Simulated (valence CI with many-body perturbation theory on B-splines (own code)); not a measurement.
## Sc16+: electric-dipole lines

Calculated by configuration interaction combined with many-body perturbation theory (CI+MBPT): three valence electrons over a frozen Dirac-Fock core [He], radial functions for each j: 11 s, 11 p, 9 d, 7 f, 5 g, 2 h, 1 i, with the one-electron correlation potential Σ1 (screened to all orders), the two-electron term Σ2, the three-electron term Σ3, Breit, model QED; selected single and double excitations, second order for the rest (own B-spline code, finite nucleus).

No measured levels were compared; by estimate levels of excited configurations hold to 0.05 to 0.15 % of their energy, terms of the ground configuration to about 0.5 %.

Lines 51 to 100 of 267 in falling wavelength, among levels below 53.596 Ry, chosen from the strongest by gf and those to the six lowest levels. Wavelengths and rates use the calculated energies, so an error of 500 cm⁻¹ moves a line at 223.4 Å by 0.11 % and its rate by three times that or more. Electric multipoles are in the length gauge, E1 and E2 with the static RPA response of the core. Weak lines are less certain than strong ones. Lines between different terms over intervals too small for the method are left out, as are lines whose strength nearly cancels. Where a level lies close to another of its J and parity, the split of strength between their lines is uncertain. The highest levels of a list are the least certain.

Names give the largest LS component (configuration and term), which can be under half, so a name can repeat, a term be missing and a line seem to break the LS rules; names also repeat where a configuration has a term twice. Letters in brackets count levels of one name in rising energy.

```tsv
λ vac (Å)	Upper	Lower	A (s⁻¹)	S (a.u.) with core polarisation	S without
223.4	2p3 2P°_3/2	2s 2p2 2P_3/2	9.70e+09	2.14e-01	2.15e-01
222.7	2p2 3p 2D°_3/2	2s 2p 3p 2D_3/2 [a]	5.00e+09	1.09e-01	1.09e-01
220.0	2p2 3p 4D°_5/2	2s 2p 3p 4D_7/2	2.59e+09	8.18e-02	8.22e-02
216.1	2p2 3p 4D°_3/2	2s 2p 3p 4D_5/2	4.15e+09	8.26e-02	8.30e-02
214.6	2p2 3p 4D°_1/2 [a]	2s 2p 3p 4D_3/2	7.07e+09	6.90e-02	6.93e-02
213.3	2p2 3s 4P_3/2	2s 2p 3s 4P°_5/2	4.14e+09	7.93e-02	7.96e-02
212.3	2s 2p2 2D_3/2	2s2 2p 2P°_3/2	2.04e+08	3.85e-03	3.87e-03
210.5	2s 2p2 2D_5/2	2s2 2p 2P°_3/2	3.94e+09	1.09e-01	1.09e-01
210.4	2p2 3p 4D°_7/2	2s 2p 3p 4D_7/2	6.77e+09	2.49e-01	2.50e-01
208.1	2p2 3s 4P_1/2	2s 2p 3s 4P°_3/2	8.31e+09	7.40e-02	7.43e-02
207.9	2p2 3p 4D°_5/2	2s 2p 3p 4D_5/2	3.23e+09	8.58e-02	8.62e-02
206.3	2p2 3s 2P_3/2	2s 2p 3s 2P°_3/2 [a]	9.03e+09	1.56e-01	1.57e-01
203.9	2p2 3s 4P_5/2	2s 2p 3s 4P°_5/2	7.08e+09	1.78e-01	1.79e-01
203.5	2p3 2D°_3/2	2s 2p2 2D_3/2	5.95e+09	9.90e-02	9.94e-02
202.2	2p3 2D°_5/2	2s 2p2 2D_5/2	8.27e+09	2.02e-01	2.03e-01
201.2	2p2 3s 2P_1/2	2s 2p 3s 2P°_1/2 [a]	1.07e+10	8.63e-02	8.66e-02
200.6	2p3 2D°_5/2	2s 2p2 2D_3/2	1.28e+09	3.06e-02	3.07e-02
199.3	2p2 3p 4D°_7/2	2s 2p 3p 4D_5/2	2.21e+09	6.91e-02	6.94e-02
195.3	2p2 3s 4P_3/2	2s 2p 3s 4P°_1/2	5.09e+09	7.49e-02	7.52e-02
193.5	2s 2p2 2D_3/2	2s2 2p 2P°_1/2	5.16e+09	7.38e-02	7.41e-02
192.2	2p2 3s 4P_5/2	2s 2p 3s 4P°_3/2	3.79e+09	7.98e-02	8.01e-02
188.2	2p2 3s 2D_3/2	2s 2p 3s 2P°_3/2 [a]	4.30e+09	5.65e-02	5.67e-02
184.2	2s 2p 3d 2F°_7/2 [b]	2s2 3d 2D_5/2	6.39e+09	1.58e-01	1.59e-01
182.5	2s 2p 3d 2F°_5/2 [b]	2s2 3d 2D_3/2	6.24e+09	1.12e-01	1.13e-01
178.7	2s 2p 3p 2D_5/2 [b]	2s2 3p 2P°_3/2	9.68e+09	1.64e-01	1.64e-01
178.5	2s 2p 3d 2D°_3/2 [b]	2s2 3d 2D_3/2	1.25e+10	1.40e-01	1.41e-01
178.1	2s 2p 3d 2D°_5/2 [b]	2s2 3d 2D_5/2	1.33e+10	2.23e-01	2.24e-01
177.5	2s 2p 3p 2P_1/2 [b]	2s2 3p 2P°_1/2	1.20e+10	6.62e-02	6.65e-02
177.4	2s 2p 3p 2P_3/2 [b]	2s2 3p 2P°_3/2	1.29e+10	1.42e-01	1.42e-01
176.8	2s 2p 3p 2D_3/2 [b]	2s2 3p 2P°_1/2	1.06e+10	1.15e-01	1.16e-01
176.6	2s 2p 3s 2P°_1/2 [b]	2s2 3s 2S_1/2	1.29e+10	7.02e-02	7.05e-02
176.3	2s 2p 3s 2P°_3/2 [b]	2s2 3s 2S_1/2	8.90e+09	9.64e-02	9.68e-02
176.1	2p3 4S°_3/2	2s 2p2 4P_5/2	1.37e+10	1.48e-01	1.49e-01
171.7	2s 2p 3d 2P°_1/2 [b]	2s2 3d 2D_3/2	1.69e+10	8.46e-02	8.50e-02
171.5	2s 2p 3d 2P°_3/2 [b]	2s2 3d 2D_5/2	1.58e+10	1.57e-01	1.58e-01
170.3	2s 2p2 2S_1/2	2s2 2p 2P°_3/2	4.33e+08	2.11e-03	2.12e-03
169.4	2p3 4S°_3/2	2s 2p2 4P_3/2	1.02e+10	9.84e-02	9.88e-02
169.1	2s 2p 3p 2S_1/2 [b]	2s2 3p 2P°_3/2	1.16e+10	5.54e-02	5.56e-02
164.2	2p3 4S°_3/2	2s 2p2 4P_1/2	5.75e+09	5.03e-02	5.05e-02
163.2	2p3 2P°_1/2	2s 2p2 2D_3/2	1.62e+10	6.96e-02	6.99e-02
160.7	2p3 2P°_3/2	2s 2p2 2D_5/2	1.01e+10	8.24e-02	8.28e-02
159.7	2p3 2P°_3/2	2s 2p2 2D_3/2	2.69e+09	2.16e-02	2.17e-02
158.0	2s 2p2 2S_1/2	2s2 2p 2P°_1/2	2.22e+10	8.64e-02	8.68e-02
157.0	2s 2p2 2P_1/2	2s2 2p 2P°_3/2	2.17e+10	8.30e-02	8.34e-02
153.9	2s 2p2 2P_3/2	2s2 2p 2P°_3/2	2.80e+10	2.02e-01	2.02e-01
146.5	2s 2p2 2P_1/2	2s2 2p 2P°_1/2	4.60e+09	1.43e-02	1.44e-02
145.8	2p3 2D°_5/2	2s 2p2 4P_5/2	3.16e+08	2.90e-03	2.91e-03
143.8	2s 2p2 2P_3/2	2s2 2p 2P°_1/2	4.76e+09	2.80e-02	2.81e-02
142.6	2p3 2D°_3/2	2s 2p2 4P_3/2	2.39e+08	1.37e-03	1.37e-03
21.92	2s2 3p 2P°_1/2	2s 2p2 2D_3/2	7.33e+10	7.62e-04	7.58e-04
```
